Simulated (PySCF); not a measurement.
**Removing an electron from `CS[SiH2]N([SiH3])[SiH3]`**

Species: CH11NSSi3.
Atom-mapped SMILES: `[CH3:1][S:2][SiH2:3][N:4]([SiH3:5])[SiH3:6]` (hydrogens: H7, H8, H9 on C1; H10, H11 on Si3; H12, H13, H14 on Si5; H15, H16, H17 on Si6)

Cartesian coordinates in Å at the PBE0-D3(BJ)/def2-SVP level; atoms count from 1:
```xyz
17
CH11NSSi3 angstrom
C      2.360    0.459    0.644
S      1.608    1.834   -0.286
Si    -0.005    0.786   -1.215
N     -1.009    0.029    0.001
Si    -1.250   -1.709   -0.006
Si    -1.627    1.040    1.304
H      1.608   -0.062    1.254
H      3.113    0.899    1.311
H      2.853   -0.256   -0.029
H     -0.723    1.830   -1.999
H      0.471   -0.313   -2.110
H     -2.098   -2.153   -1.154
H      0.060   -2.424   -0.096
H     -1.924   -2.082    1.274
H     -2.963    0.526    1.727
H     -0.724    1.035    2.496
H     -1.764    2.437    0.799
```

Level: PBE0/def2-SVPD (PySCF). Frontier orbitals with their largest atomic shares (Löwdin; up to four atoms above 4 %):

| orbital | ε (eV) | main atoms |
| --- | --- | --- |
| HOMO−3 | -9.42 | Si6 25 %, H17 18 %, Si5 12 %, H15 11 % |
| HOMO−2 | -8.87 | S2 46 %, Si3 13 %, C1 10 %, N4 7 % |
| HOMO−1 | -7.67 | N4 40 %, S2 14 %, Si6 8 %, Si5 8 % |
| HOMO | -7.08 | ? |
| LUMO | -0.31 | Si5 17 %, Si6 14 %, Si3 12 %, N4 8 % |
| LUMO+1 | 0.08 | S2 29 %, Si3 13 %, Si5 10 %, C1 10 % |
| LUMO+2 | 0.37 | Si5 17 %, S2 17 %, Si3 16 %, Si6 7 % |

**Question.** What vertical ionisation energy does ΔSCF give, and how far is −ε(HOMO) from it?

**Answer.** ΔSCF: 8.88 eV (857 kJ/mol; threshold wavelength 140 nm); ⟨S²⟩ of the doublet left behind is 0.758, against 0.75 for a pure doublet. −ε(HOMO) is 7.08 eV, 1.80 eV below it. For the exact functional −ε(HOMO) would equal the first vertical ionisation energy; PBE0 (global hybrid, 25 % exact exchange) falls short of its own ΔSCF value by 20 %. Holes in the HOMO−1 and HOMO−2 were tried too where these lie within 1.2 eV of the HOMO; the lowest converged state counts.

**Question.** On which atoms does the HOMO lie?

**Answer.** S2 (sulfur bonded to C and Si) 67 %, C1 (S-methyl carbon) 10 %, Si3 (SiH2 silicon) 7 %, N4 (nitrogen bridging silicon atoms) 5 %, so more than half of it is on one atom. The HOMO−1 lies 0.59 eV lower.

**Question.** Shift the occupied levels rigidly so that −ε(HOMO) equals the ΔSCF value. What binding energies result?

**Answer.** The shift is +1.80 eV: HOMO 8.88, HOMO−1 9.47, HOMO−2 10.67, HOMO−3 11.22 eV. A rigid shift is only a rough guide to the deeper ionisations.

**Question.** What total energies stand behind the ΔSCF value?

**Answer.** E(N) = -1365.14312 Eh and E(N − 1) = -1364.81679 Eh at the same geometry, 0.32633 Eh apart.

The structure is a single PBE0-D3(BJ)/def2-SVP conformer in the gas phase; no vibrational or solvent corrections.
